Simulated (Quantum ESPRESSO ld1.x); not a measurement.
Task: Species: Cr III. Configuration: [Ne] 3s2 3p5 3d4 4d1 (not the ground configuration). Calculated with ld1.x of Quantum ESPRESSO 7.5: non-relativistic Kohn-Sham, Wu-Cohen GGA, spin-unpolarised, spherical densities, point nucleus. Some entries of the table are withheld. Estimate them.

orbital  occ.  eigenvalue (eV)  <1/r> (bohr^-1)
1s          2         -5869.11            23.51
2s          2              (1)            4.978
2p          6              (2)              (3)
3s          2         -104.844            1.573
3p          5         -77.1560              (4)
3d          4              (5)              (6)
4d          1          -9.7363           0.3077

Result: 
(1) 2s eigenvalue (eV): -692.450
(2) 2p eigenvalue (eV): -594.256
(3) 2p <1/r> (bohr^-1): 4.927
(4) 3p <1/r> (bohr^-1): 1.459
(5) 3d eigenvalue (eV): -32.9591
(6) 3d <1/r> (bohr^-1): 1.173
